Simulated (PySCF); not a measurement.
These 2 structures share the formula C11H7FO. Method: PySCF, PBE0-D3(BJ)/def2-SVP geometry optimisation, gas phase. Energies are electronic, without zero-point or thermal terms, for one conformer each. No frequencies were run at this level. Point groups hold within 0.08 Å.

Problem. Rank from lowest to highest electronic energy at this level (kcal/mol).
A. `[O:1]=[C:2]([F:3])[c:4]1[cH:5][cH:6][cH:7][c:8]2[cH:9][cH:10][cH:11][cH:12][c:13]12` with O1–C2–C4–C5 -179°
B. `[O:1]=[C:2]([F:3])[c:4]1[cH:5][cH:6][c:7]2[cH:8][cH:9][cH:10][cH:11][c:12]2[cH:13]1` with O1–C2–C4–C5 0°

Solution. B (0.0), A (1.8).

Neighbours under 2.5 kcal/mol apart (O=C(F)c1ccc2ccccc2c1 and O=C(F)c1cccc2ccccc12) can change places with a better method, another conformer or zero-point energy.

```json
{"SMILES": "O=C(F)c1ccc2ccccc2c1", "E (Eh)": "-597.40154", "E rel (kcal/mol)": "0.0", "dipole (D)": "4.27", "point group": "Cs", "A, B, C (MHz)": "2177, 482.1, 394.7"}
{"SMILES": "O=C(F)c1cccc2ccccc12", "E (Eh)": "-597.39862", "E rel (kcal/mol)": "1.8", "dipole (D)": "3.72", "point group": "Cs", "A, B, C (MHz)": "1375, 705.7, 466.3"}
```

Problem. How do the relative energies change in single points at PBE0/pcSseg-1 (no added dispersion term) on the same geometries?

Solution. 
```csv
SMILES,PBE0-D3(BJ)/def2-SVP (kcal/mol),PBE0/pcSseg-1 (kcal/mol),shift
O=C(F)c1ccc2ccccc2c1,0.0,0.0,0.0
O=C(F)c1cccc2ccccc12,1.8,2.4,+0.6
```

Each column counts from its own lowest isomer. The order is unchanged; the largest shift is 0.6 kcal/mol.

Problem. As an exercise, what shares would exp(−E/RT) give at 298.15 K from these electronic energies alone (no entropy, no degeneracies)?

Solution. RT = 0.592 kcal/mol: O=C(F)c1ccc2ccccc2c1 95.6 %, O=C(F)c1cccc2ccccc12 4.4 %.
